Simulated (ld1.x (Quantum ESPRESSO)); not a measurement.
What one change does to a pseudopotential (La (Z = 57), TM)

- Element: lanthanum
- Generator: ld1.x (Quantum ESPRESSO) 7.5
- Type: norm-conserving Troullier–Martins (Kleinman–Bylander form)
- Functional: PBE
- Relativity: scalar-relativistic
- Frozen core: [Kr] 4d10 5s2
- Valence charge: 9
- Reference configuration: 4f0 5p6 5d0 6s0 6p0 (charge +3)
- Partial waves: 6s (bound, empty): rc 3.20 bohr; 5p (bound): rc 2.75 bohr; 5d (bound, empty): rc 2.35 bohr; 4f (bound, empty): rc 1.85 bohr
- Local potential: all-electron potential smoothed inside 2.45 bohr (lloc = -1)
- Core correction: Bessel-smoothed model core inside 1.25 bohr

All-electron outer shells of the reference configuration (PBE, scalar-relativistic, ld1.x):

| shell | level (eV) | outermost node (bohr) | outermost maximum (bohr) |
| --- | --- | --- | --- |
| 4d | -127.14 | 0.32 | 0.68 |
| 5s | -61.67 | 0.77 | 1.41 |
| 5p | -44.74 | 0.83 | 1.58 |
| 4f | -27.31 | – | 0.74 |
| 5d | -23.35 | 0.94 | 2.05 |
| 6s | -20.32 | 1.80 | 3.22 |
| 6p | -15.86 | 2.07 | 3.74 |

Change: all radii but the core radius scaled by about 1.23 (s 3.94, p 3.40, d 2.90, f 2.28 bohr); local potential all-electron potential smoothed inside 3.02 bohr (lloc = -1).

Cutoffs: the cutoffs (Ry, on a coarse ladder) from which the occupation-weighted sum of valence levels, in a spherical-Bessel basis at the reference potential, stays within 10 and 1 mRy of its value at 400 Ry; they do not see the model core or the augmentation charge, which bear on the density cutoff. Errors are all-electron minus pseudo energies relative to the spin-unpolarised reference configuration.

Q: Predict the effect on cutoff, ghosts and configuration errors.

A: The potential gets softer (12 Ry and 21 Ry → 12 Ry and 18 Ry); both files keep a bound ghost (s); of the 6 tests that both files solve, the error grows in 0 and shrinks in 4 by more than 15 % and 0.3 meV (median size 58.4 → 12.0 meV). A larger radius leaves more room for a smooth pseudo-wave, so fewer plane waves are needed. That the errors move this way runs against the usual rule that smaller radii transfer better.

| quantity | base | changed |
| --- | --- | --- |
| cutoff, loose | 12 Ry | 12 Ry |
| cutoff, tight | 21 Ry | 18 Ry |
| bound ghosts | s | s |
| tests counted (converged, no solver errors) | 6 of 7 | 6 of 7 |
| error for 4f0 5p6 5d1 6s2 6p0, meV [ΔE -35.80 eV] | +118 | -14 |
| error for 4f0 5p6 5d1 6s1 6p0, meV [ΔE -29.84 eV] | +55 | +5.3 |
| error for 4f0 5p6 5d1 6s0 6p0, meV [ΔE -18.95 eV] | -14 | -12 |
| error for 4f0 5p6 5d0 6s2 6p0, meV [ΔE -29.42 eV] | +62 | +12 |
| error for 4f0 5p6 5d2 6s0 6p0, meV [ΔE -29.77 eV] | -41 | -38 |
| error for 4f0 5p6 5d1 6s1.5 6p0, meV [ΔE -33.40 eV] | +89 | -1.0 |

Base: The cutoffs count occupied waves only; the empty 4f level needs 100 Ry at the loose tolerance. Tests not counted: 4f1 5p6 5d0 6s2 6p0 (solver errors, printed error -1499 eV). Changed file: The cutoffs count occupied waves only; the empty 4f level needs 70 Ry at the loose tolerance. Tests not counted: 4f1 5p6 5d0 6s2 6p0 (solver errors, printed error -2019 eV). A true bound ghost makes a file unfit for plane-wave use even where its test errors are small: the radial tests pick states by their node count and pass the ghost by. Where a test does run into it, the solver fails or the error is huge.
